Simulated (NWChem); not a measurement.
System: GeH3O3, doublet; SMILES [OH][Ge]([OH])[OH]

The following NWChem deck was run.

```
start job
memory heap 200 mb stack 900 mb global 1100 mb
geometry units angstroms
  O     -0.917601    -1.018701    -1.000641
  Ge    -0.115337    -0.042424     0.280203
  O     -0.226435     1.653077    -0.311590
  O      1.629486    -0.456002     0.133652
  H     -1.692860    -0.608061    -1.379152
  H      0.504276     2.209298    -0.047767
  H      1.799756    -1.376668    -0.056889
end
basis spherical
  * library def2-svp
end
dft
  odft
  mult 2
  xc pbe0
  iterations 150
end
driver
  maxiter 120
end
task dft optimize
task dft freq
```

Output (shortened):

```
             Northwest Computational Chemistry Package (NWChem) 7.3.0
             --------------------------------------------------------

 C3  symmetry detected

                             Geometry "geometry" -> ""
                             -------------------------

 Output coordinates in angstroms (scale by  1.889725989 to convert to a.u.)

  No.       Tag          Charge          X              Y              Z
 ---- ---------------- ---------- -------------- -------------- --------------
    1 O                    8.0000    -0.54156487    -1.55037871     0.39298803
    2 Ge                  32.0000     0.00000000     0.00000000    -0.34200002
    3 O                    8.0000     1.61344978     0.30618042     0.39298803
    4 O                    8.0000    -1.07188491     1.24419829     0.39298803
    5 H                    1.0000     0.15402160    -2.19593076     0.50409596
    6 H                    1.0000     1.82472102     1.23135199     0.50409596
    7 H                    1.0000    -1.97874262     0.96457876     0.50409596

 Effective nuclear repulsion energy (a.u.)     304.7070813738

      Symmetry information
      --------------------

 Group name             C3
 Group number              5
 Group order               3
 No. of unique centers     3

                                Z-matrix (autoz)
                                --------

 Units are Angstrom for bonds and degrees for angles

      Type          Name      I     J     K     L     M      Value
      ----------- --------  ----- ----- ----- ----- ----- ----------
    1 Stretch                  1     2                       1.79921
    2 Stretch                  1     5                       0.95547
    3 Stretch                  2     3                       1.79921
    4 Stretch                  2     4                       1.79921
    5 Stretch                  3     6                       0.95547
    6 Stretch                  4     7                       0.95547
    7 Bend                     1     2     3               104.45891
    8 Bend                     1     2     4               104.45891
    9 Bend                     2     1     5               114.24060
   10 Bend                     2     3     6               114.24060
   11 Bend                     2     4     7               114.24060
   12 Bend                     3     2     4               104.45891
   13 Torsion                  1     2     3     6        -148.26168
   14 Torsion                  1     2     4     7         -38.82441
   15 Torsion                  3     2     1     5         -38.82441
   16 Torsion                  3     2     4     7        -148.26168
   17 Torsion                  4     2     1     5        -148.26168
   18 Torsion                  4     2     3     6         -38.82441

                           NWChem Geometry Optimization
                           ----------------------------

 maximum gradient threshold         (gmax) =   0.000450
 rms gradient threshold             (grms) =   0.000300
 maximum cartesian step threshold   (xmax) =   0.001800
 rms cartesian step threshold       (xrms) =   0.001200
 fixed trust radius                (trust) =   0.300000
 source of zmatrix                         =   autoz

          -------------------
          Energy Minimization
          -------------------

 Using diagonal initial Hessian
 Scaling for Hessian diagonals: bonds = 1.00  angles = 0.25  torsions = 0.10

          --------
          Step   0

                                 NWChem DFT Module
                                 -----------------

[...]

      ----------------------
      Optimization converged
      ----------------------

  Step       Energy      Delta E   Gmax     Grms     Xrms     Xmax
  ---- ---------------- -------- -------- -------- -------- --------
@   15   -2303.57238550  7.0D-09  0.00000  0.00000  0.00128  0.00234
                                     ok       ok

                                Z-matrix (autoz)
                                --------

 Units are Angstrom for bonds and degrees for angles

      Type          Name      I     J     K     L     M      Value     Gradient
      ----------- --------  ----- ----- ----- ----- ----- ---------- ----------
    1 Stretch                  1     2                       1.78020    0.00000
    2 Stretch                  1     5                       0.96495   -0.00000
    3 Stretch                  2     3                       1.78020    0.00000
    4 Stretch                  2     4                       1.78020    0.00000
    5 Stretch                  3     6                       0.96495   -0.00000
    6 Stretch                  4     7                       0.96495   -0.00000
    7 Bend                     1     2     3               106.47183    0.00000
    8 Bend                     1     2     4               106.47183    0.00000
    9 Bend                     2     1     5               112.28735   -0.00000
   10 Bend                     2     3     6               112.28735   -0.00000
   11 Bend                     2     4     7               112.28735   -0.00000
   12 Bend                     3     2     4               106.47183    0.00000
   13 Torsion                  1     2     3     6        -167.24055   -0.00000
   14 Torsion                  1     2     4     7         -53.92723   -0.00000
   15 Torsion                  3     2     1     5         -53.92723   -0.00000
   16 Torsion                  3     2     4     7        -167.24055   -0.00000
   17 Torsion                  4     2     1     5        -167.24055   -0.00000
   18 Torsion                  4     2     3     6         -53.92723   -0.00000

                         Geometry "geometry" -> "geometry"
                         ---------------------------------

 Output coordinates in angstroms (scale by  1.889725989 to convert to a.u.)

  No.       Tag          Charge          X              Y              Z
 ---- ---------------- ---------- -------------- -------------- --------------
    1 O                    8.0000    -0.51442132    -1.56433852     0.49708394
    2 Ge                  32.0000     0.00000000     0.00000000    -0.17916568
    3 O                    8.0000     1.61196755     0.33666733     0.49708394
    4 O                    8.0000    -1.09754623     1.22767119     0.49708394
    5 H                    1.0000     0.13660882    -2.26031524     0.34572194
    6 H                    1.0000     1.88918601     1.24846433     0.34572194
    7 H                    1.0000    -2.02579483     1.01185091     0.34572194

[...]

 Rotational Constants
 --------------------
 A=   0.195299 cm-1  (  0.280985 K)
 B=   0.195299 cm-1  (  0.280985 K)
 C=   0.115759 cm-1  (  0.166548 K)

 Temperature                      =   298.15K
 frequency scaling parameter      =   1.0000

 Zero-Point correction to Energy  =   24.919 kcal/mol  (  0.039711 au)
 Thermal correction to Energy     =   29.260 kcal/mol  (  0.046628 au)
 Thermal correction to Enthalpy   =   29.852 kcal/mol  (  0.047572 au)

 Total Entropy                    =   79.790 cal/mol-K
   - Translational                =   40.363 cal/mol-K (mol. weight = 124.9301)
   - Rotational                   =   23.212 cal/mol-K (symmetry #  =        3)
   - Vibrational                  =   16.215 cal/mol-K

 Cv (constant volume heat capacity) =   21.204 cal/mol-K
   - Translational                  =    2.979 cal/mol-K
   - Rotational                     =    2.979 cal/mol-K
   - Vibrational                    =   15.245 cal/mol-K

[normal modes left out]

 ----------------------------------------------------------------------------
 Normal Eigenvalue ||           Projected Infra Red Intensities
  Mode   [cm**-1]  || [atomic units] [(debye/angs)**2] [(KM/mol)] [arbitrary]
 ------ ---------- || -------------- ----------------- ---------- -----------
    1       -0.000 ||    0.000001           0.000         0.001       0.000
    2       -0.000 ||    0.000717           0.017         0.699       0.120
    3       -0.000 ||    0.000144           0.003         0.141       0.024
    4       -0.000 ||    0.001252           0.029         1.221       0.210
    5       -0.000 ||    0.001099           0.025         1.072       0.184
    6       -0.000 ||    0.000015           0.000         0.014       0.002
    7       93.725 ||    0.043877           1.012        42.774       7.354
    8       93.747 ||    0.043874           1.012        42.771       7.354
    9      156.736 ||    0.236244           5.450       230.303      39.597
   10      251.768 ||    0.010836           0.250        10.564       1.816
   11      251.778 ||    0.010842           0.250        10.569       1.817
   12      269.578 ||    0.038181           0.881        37.221       6.400
   13      672.460 ||    0.024360           0.562        23.747       4.083
   14      702.335 ||    0.126063           2.908       122.893      21.129
   15      702.338 ||    0.126062           2.908       122.892      21.129
   16      850.882 ||    0.055334           1.277        53.942       9.274
   17      865.374 ||    0.116934           2.698       113.993      19.599
   18      865.377 ||    0.116935           2.698       113.994      19.599
   19     3886.898 ||    0.149936           3.459       146.165      25.131
   20     3886.904 ||    0.149933           3.459       146.162      25.130
   21     3889.346 ||    0.000268           0.006         0.262       0.045
 ----------------------------------------------------------------------------
```

Level: PBE0/def2-SVP, spin-unrestricted. In the optimisation the excess spin sits in a (C3, its own frame).
